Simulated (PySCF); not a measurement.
Symmetry of computed structures. Computed with PBE0-D3(BJ)/def2-SVP geometry optimisation, gas phase, def2 core potentials past Kr (PySCF). The symmetry is that of the one conformer found, every atom within 0.08 Å of its image; none is proved a minimum here.

Problem. What symmetry has `[NH]=[Mo](=[NH])([NH2])[NH2]` (Mo(NH)2(NH2)2)?

Solution. C2v; asymmetric top; symmetry number 2; 4 operations, which sort the 11 atoms into 5 sets; dipole 0.08 D.

Problem. What symmetry has `[CH3:1][NH:2][Si@@H:3]1[CH2:4][CH2:5][C@@H:6]([CH3:7])[SiH2:8]1` with C1–N2–Si3–C4 163°, N2–Si3–C4–C5 -141°, Si3–C4–C5–C6 52°, C4–C5–C6–C7 178°, C5–C6–Si8–Si3 28°?

Solution. C1; asymmetric top; symmetry number 1; this conformer is chiral (no improper operation); dipole 1.42 D; A, B, C = 2573, 848.3, 705.8 MHz.

Problem. `[CH:1]#[C:2]/[C:3]([F:4])=[CH:5]\[CH2:6][F:7]` with C3–C5–C6–F7 -125°: symmetry, top, dipole?

Solution. C1; asymmetric top; symmetry number 1; this conformer is chiral (no improper operation); dipole 1.99 D.

Problem. Point group, rotor type and polarity of `[N]#[Mo]([NH2])([NH2])[NH2]` (MoN(NH2)3)?

Solution. C3v; oblate symmetric top; symmetry number 3; 6 operations, which sort the 11 atoms into 5 sets; dipole 3.91 D, along the axis; A, B, C = 3466, 3458, 2733 MHz.
